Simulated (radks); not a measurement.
Problem. Ru, 44 electrons, occupied as [Kr] 4d7 5s1. All-electron calculation, Dirac Kohn-Sham, LDA (Slater exchange, Perdew-Wang correlation), spin-unpolarised, spherical densities, finite nucleus; open shells fill j = l - 1/2 first; Fermi nuclear charge, rms radius 4.4809 fm. Program: a radial shooting solver on a logarithmic mesh with Libxc functionals. Some entries of the table are withheld. Estimate them.

| orbital | occ. | eigenvalue (hartree) | <r^2> (bohr^2) |
|---|---|---|---|
| 1s1/2 | 2 | -804.6673 | 0.001513 |
| 2s1/2 | 2 | -115.6961 | (1) |
| 2p1/2 | 2 | -106.9783 | 0.01878 |
| 2p3/2 | 4 | -102.1748 | 0.02013 |
| 3s1/2 | 2 | (2) | (3) |
| 3p1/2 | 2 | -16.96682 | 0.1828 |
| 3p3/2 | 4 | -16.15132 | 0.1926 |
| 3d3/2 | 4 | -10.13363 | 0.1753 |
| 3d5/2 | 6 | -9.97458 | 0.1783 |
| 4s1/2 | 2 | -2.80473 | 1.176 |
| 4p1/2 | 2 | -1.79319 | 1.406 |
| 4p3/2 | 4 | -1.66698 | 1.489 |
| 4d3/2 | 4 | -0.20404 | 3.592 |
| 4d5/2 | 3 | -0.19215 | 3.727 |
| 5s1/2 | 1 | -0.16539 | 12.90 |

Solution. 
(1) 2s1/2 <r^2> (bohr^2): 0.02500
(2) 3s1/2 eigenvalue (hartree): -20.35245
(3) 3s1/2 <r^2> (bohr^2): 0.1863
